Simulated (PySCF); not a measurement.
## Electron correlation in Kr (krypton, neutral)

[Kr], closed-shell 1S. All numbers are calculated (PySCF 2.14, the spin-free X2C one-electron Hamiltonian (Gaussian nucleus), in cc-pVTZ-DK (6s5p3d1f, 43 functions)). Frozen: [Ar] 3d10; 8 electrons correlated.

MP2 pair energies summed by pair of shells (mhartree):

```json
{"pair": "4p-4p", "energy": "-124.04", "share (%)": "72.4"}
{"pair": "4s-4p", "energy": "-39.81", "share (%)": "23.2"}
{"pair": "4s-4s", "energy": "-7.42", "share (%)": "4.3"}
```

Total MP2 correlation energy: -171.27 mhartree.

Same-spin part -42.70 and opposite-spin part -128.57 mhartree; SCS-MP2 scales them by 1/3 and 6/5 to -168.52 mhartree.

```tsv
level	correlation energy (mhartree)
CCSD	-186.78
(T)	-5.29
CCSD(T)	-192.07
```

Diagnostics: T1 = 0.0020, D1 = 0.0056, largest double amplitude 0.046.

Cost of the coupled-cluster step: 0.13 s of wall time on 1 thread of Neoverse-V2 (shared host), for 8 correlated electrons.
